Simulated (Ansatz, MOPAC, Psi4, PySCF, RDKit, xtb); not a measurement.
Dimer: HF (SMILES F) (first 2 atoms) with C4H6 (SMILES C=CC=C); geometry from B3LYP-D3(BJ)/def2-TZVP, rigid monomers moved along the line of their centres of mass till H2···C3 is 2.91 Å.
(charge 0, multiplicity 1):
```xyz
12

F      0.53605     0.01969     0.24787
H      0.65459     0.24954     1.14775
C      0.94644     1.27995     3.85645
C      0.49907     0.08806     4.27007
C     -0.89342    -0.21390     4.55066
C     -1.32121    -1.40808     4.96021
H      0.27226     2.11688     3.71555
H      1.99737     1.45844     3.67322
H      1.20606    -0.72471     4.41230
H     -1.60418     0.59492     4.40974
H     -2.36660    -1.59832     5.16095
H     -0.63448    -2.23386     5.10445
```

```json
[
 {"level": "UFF", "interaction energy (meV)": "-18.5", "cost": "-"},
 {"level": "GFN-FF", "interaction energy (meV)": "-83.2", "cost": "-"},
 {"level": "AM1", "interaction energy (meV)": "-23.7", "cost": "-"},
 {"level": "PM3", "interaction energy (meV)": "-37.9", "cost": "-"},
 {"level": "PM6", "interaction energy (meV)": "-37.2", "cost": "-"},
 {"level": "PM7", "interaction energy (meV)": "-54.9", "cost": "-"},
 {"level": "GFN1-xTB", "interaction energy (meV)": "-48.3", "cost": "-"},
 {"level": "GFN2-xTB", "interaction energy (meV)": "-67.1", "cost": "-"},
 {"level": "HF/STO-3G (no counterpoise)", "interaction energy (meV)": "-28.1", "cost": "-"},
 {"level": "HF/3-21G (no counterpoise)", "interaction energy (meV)": "-136.6", "cost": "-"},
 {"level": "HF/6-31G*", "interaction energy (meV)": "-103.2", "cost": "-"},
 {"level": "HF/6-31G* (no counterpoise)", "interaction energy (meV)": "-126.1", "cost": "-"},
 {"level": "HF/aug-cc-pVDZ", "interaction energy (meV)": "-97.8", "cost": "-"},
 {"level": "PBE/def2-TZVPPD", "interaction energy (meV)": "-110.0", "cost": "×1"},
 {"level": "PBE-D3(BJ)/def2-TZVPPD", "interaction energy (meV)": "-130.3", "cost": "×1"},
 {"level": "PBE-D4/def2-TZVPPD", "interaction energy (meV)": "-123.9", "cost": "×1"},
 {"level": "BP86/6-31G* (no counterpoise)", "interaction energy (meV)": "-106.8", "cost": "-"},
 {"level": "r2SCAN/def2-TZVPPD", "interaction energy (meV)": "-113.8", "cost": "×2"},
 {"level": "r2SCAN-D3(BJ)/def2-TZVPPD", "interaction energy (meV)": "-123.4", "cost": "×2"},
 {"level": "r2SCAN-D4/def2-TZVPPD", "interaction energy (meV)": "-121.0", "cost": "×2"},
 {"level": "B3LYP/3-21G (no counterpoise)", "interaction energy (meV)": "-133.8", "cost": "-"},
 {"level": "B3LYP/6-31G*", "interaction energy (meV)": "-103.6", "cost": "-"},
 {"level": "B3LYP/6-31G* (no counterpoise)", "interaction energy (meV)": "-127.1", "cost": "-"},
 {"level": "B3LYP/6-311+G** (no counterpoise)", "interaction energy (meV)": "-110.6", "cost": "-"},
 {"level": "B3LYP/def2-TZVPPD", "interaction energy (meV)": "-94.9", "cost": "×1"},
 {"level": "B3LYP-D3(BJ)/def2-TZVPPD", "interaction energy (meV)": "-124.4", "cost": "×1"},
 {"level": "B3LYP-D4/def2-TZVPPD", "interaction energy (meV)": "-113.6", "cost": "×1"},
 {"level": "PBE0/def2-TZVPPD", "interaction energy (meV)": "-108.8", "cost": "×1"},
 {"level": "PBE0-D3(BJ)/def2-TZVPPD", "interaction energy (meV)": "-128.2", "cost": "×1"},
 {"level": "PBE0-D4/def2-TZVPPD", "interaction energy (meV)": "-122.4", "cost": "×1"},
 {"level": "M06-2X/6-31G* (no counterpoise)", "interaction energy (meV)": "-129.2", "cost": "-"},
 {"level": "wB97X-V/def2-TZVPPD", "interaction energy (meV)": "-117.6", "cost": "×3"},
 {"level": "wB97M-V/def2-TZVPPD", "interaction energy (meV)": "-116.4", "cost": "×4"},
 {"level": "MP2/6-31G*", "interaction energy (meV)": "-103.3", "cost": "-"},
 {"level": "MP2/6-31G* (no counterpoise)", "interaction energy (meV)": "-132.3", "cost": "-"},
 {"level": "MP2/aug-cc-pVDZ", "interaction energy (meV)": "-108.4", "cost": "-"},
 {"level": "SCS-MP2/aug-cc-pVDZ", "interaction energy (meV)": "-99.8", "cost": "-"},
 {"level": "CCSD/aug-cc-pVDZ", "interaction energy (meV)": "-101.1", "cost": "-"},
 {"level": "CCSD(T)/aug-cc-pVDZ", "interaction energy (meV)": "-104.1", "cost": "×20"},
 {"level": "SAPT0/jun-cc-pV(D+d)Z", "interaction energy (meV)": "-118.3", "cost": "-"}
]
```

The rows run from -136.6 (HF/3-21G (no counterpoise)) to -18.5 meV (UFF). In aug-cc-pVDZ the value moves HF -97.8, MP2 -108.4, CCSD -101.1, CCSD(T) -104.1, a shift of -6.4 from HF to CCSD(T). The dispersion term adds -20.3 in PBE-D3(BJ), -13.8 in PBE-D4, -9.6 in r2SCAN-D3(BJ). The 6 functionals in def2-TZVPPD without D3 or D4 span 22.7, from wB97X-V to B3LYP.

Counterpoise-corrected where a basis set is named; no monomer relaxation. Rows marked so take none. RDKit's UFF carries no charges.

Correlated levels freeze the cores. Rows in 3-21G, 6-311+G**, 6-31G*, STO-3G carry no dispersion term and start afresh at each structure (6-31G* with six Cartesian d functions). MP2/6-31G* freezes PySCF's default core. The state that AM1, PM3, PM6, PM7 reach isn't checked; PM7 holds dispersion and hydrogen-bond terms.

The values were computed with Ansatz (a first-principles code) with Gaussian orbitals; MOPAC for AM1, PM3, PM6, PM7 (differences of heats of formation); Psi4 for SAPT; PySCF for 3-21G rows, 6-311+G** rows, 6-31G* rows, STO-3G rows, the dispersion terms; RDKit for the force fields; xtb for the GFN methods. 

Costs are rough ratios of core time to PBE/def2-TZVPPD (about 6 s over the structures, on one shared machine); a dash marks a level with no comparable run of its own.
